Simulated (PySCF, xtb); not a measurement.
C₃H₅FOSi, SMILES O1CC([SiH2]F)=C1.

GFN2-xTB (xtb) at its own geometry gives an orbital gap of 4.19 eV and a dipole moment of 2.14 D.

The structure is a stationary point at B3LYP-D3(BJ)/def2-SVP. This is a generated structure with no PubChem entry under its InChIKey; it may be hypothetical. Other conformers were not sampled.

### Question
What does CAM-B3LYP/def2-TZVP (PySCF) give? (An estimate is asked for; the answer gives what the named calculation found.)

### Answer
gap 9.13 eV (levels -8.32 and 0.81 eV), dipole 1.67 D.
